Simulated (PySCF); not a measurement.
Job file and geometry (Å, from GFN2-xTB) of an NMR shielding run on `InChI=1S/C2H6FPSi2/c1-2-6(3)4-5/h1,4,6H,5H3/t6-/m0/s1`, GIAO PBE0/pcSseg-1 NMR shielding, non-relativistic, gas phase (PySCF 2.14.0, density-fitted response routines); density fitting, a coarse starting grid and PySCF grid level 2 are the driver's defaults:

```
$ OMP_NUM_THREADS=1 python probes_run.py task.json out

{"job": {"kind": "nmr", "xc": "PBE0", "basis": "pcSseg-1"}, "charge": 0, "multiplicity": 1}
C     -2.195425    -1.548131     0.553511
C     -1.760410    -0.433073     0.437956
Si    -1.017345     1.243458     0.183862
F     -0.601248     1.775055     1.649538
P      0.841646     1.273333    -1.050200
Si     2.049584    -0.382468    -0.156313
H     -2.591077    -2.515512     0.677000
H     -2.013077     2.190508    -0.299648
H      0.300356     0.529313    -2.080787
H      2.726131     0.186743     1.006159
H      1.251355    -1.545128     0.241112
H      3.010708    -0.774784    -1.188218
```

Task: Write the output of this run.

Result: 
```
coarse grid: 11856 points
cycle   1  E = -1099.2730607836  dE =  4.026e-01  |g| = 6.120e-01  |ddm| = 3.272e+00
cycle   2  E = -1099.2191692155  dE =  5.389e-02  |g| = 8.752e-01  |ddm| = 1.277e+00
cycle   3  E = -1099.3432141013  dE = -1.240e-01  |g| = 8.997e-02  |ddm| = 7.448e-01
cycle   4  E = -1099.3447504467  dE = -1.536e-03  |g| = 2.384e-02  |ddm| = 1.026e-01
cycle   5  E = -1099.3448734776  dE = -1.230e-04  |g| = 7.999e-03  |ddm| = 3.075e-02
cycle   6  E = -1099.3448842074  dE = -1.073e-05  |g| = 5.248e-03  |ddm| = 9.074e-03
cycle   7  E = -1099.3448909621  dE = -6.755e-06  |g| = 5.228e-04  |ddm| = 3.515e-03
final grid: 102032 points
cycle   8  E = -1099.3852958992  dE = -2.061e-05  |g| = 3.777e-03  |ddm| = 2.470e-02
cycle   9  E = -1099.3852952699  dE =  6.293e-07  |g| = 3.929e-03  |ddm| = 9.863e-03
cycle  10  E = -1099.3852997740  dE = -4.504e-06  |g| = 4.720e-04  |ddm| = 5.315e-03
cycle  11  E = -1099.3852997916  dE = -1.765e-08  |g| = 3.739e-04  |ddm| = 5.618e-04
cycle  12  E = -1099.3852998277  dE = -3.605e-08  |g| = 4.117e-05  |ddm| = 2.748e-04
cycle  13  E = -1099.3852998281  dE = -4.213e-10  |g| = 1.444e-05  |ddm| = 5.994e-05
converged SCF energy = -1099.3852998281

GIAO shielding tensors (ppm)
atom      isotropic    diamagn.    paramagn.     s11        s22        s33       span
  0 C       80.599     259.937    -179.339      0.018      6.745    235.033    235.015
  1 C       99.175     262.327    -163.152     -1.972     10.047    289.451    291.422
  2 Si     348.507     877.901    -529.394    287.253    354.518    403.749    116.496
  3 F      373.279     468.584     -95.306    328.221    372.792    418.822     90.601
  4 P      624.220     969.954    -345.734    549.739    598.762    724.160    174.421
  5 Si     433.786     880.744    -446.958    403.039    437.198    461.121     58.082
  6 H       29.395      32.816      -3.421     24.478     25.002     38.704     14.226
  7 H       25.999      27.150      -1.151     22.916     23.456     31.625      8.709
  8 H       31.403      32.397      -0.994     26.480     27.365     40.363     13.884
  9 H       27.579      29.456      -1.877     24.044     25.238     33.453      9.409
 10 H       27.130      30.498      -3.367     22.703     26.810     31.878      9.174
 11 H       27.540      29.160      -1.620     23.799     25.100     33.721      9.922
```

Size and cost of the density-fitted run: 153 basis functions, 19 s wall time on 1 thread of an Arm Neoverse V2, shared host; peak memory 0.71 GiB.
